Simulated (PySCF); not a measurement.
# Two-photon absorption: 2-thiophenecarboxaldehyde (SMILES O=Cc1cccs1)

Geometry (Å), atoms numbered from 1 in this order:
```xyz
11

O     1.750   -2.348   -0.522
C     0.588   -2.032   -0.434
C     0.141   -0.681   -0.094
C     0.937    0.416    0.172
C     0.183    1.574    0.467
C    -1.174    1.340    0.422
S    -1.537   -0.280    0.022
H    -0.232   -2.774   -0.612
H     2.025    0.354    0.146
H     0.613    2.548    0.705
H    -1.979    2.050    0.607
```

Theory: TDDFT CAM-B3LYP/def2-TZVPD excited states, vertical, gas phase (PySCF 2.14.0). Geometry: PBE0-D3(BJ)/def2-SVP.

Question: How strongly do the lowest singlets absorb one photon, and two photons of half the energy?

Answer: δ for parallel linear polarisation; σ at the peak of a Lorentzian of half width 0.1 eV, single beam; Ω is circular over linear.
```tsv
state	E (eV)	f	photon λ (nm)	δ (au)	σ (GM)	Ω	main
S1	3.90	0.000	636	0.12	0.00	1.50	HOMO−2→LUMO 0.88
S2	4.86	0.252	510	165	1.43	0.77	HOMO→LUMO 0.92
S3	5.15	0.068	482	50.4	0.49	0.91	HOMO−1→LUMO 0.91
S4	6.16	0.003	402	6.42	0.09	1.50	HOMO→LUMO+1 0.40, HOMO→LUMO+2 0.31
S5	6.25	0.000	397	1.08	0.01	1.50	HOMO−1→LUMO+1 0.34, HOMO−1→LUMO+2 0.29
S6	6.63	0.028	374	337	5.44	0.82	HOMO→LUMO+3 0.77
```

Among these, the strongest one-photon state is S2, the strongest two-photon state S6, with a dipole change of 0.8 D (relaxed, norm of the difference vector).
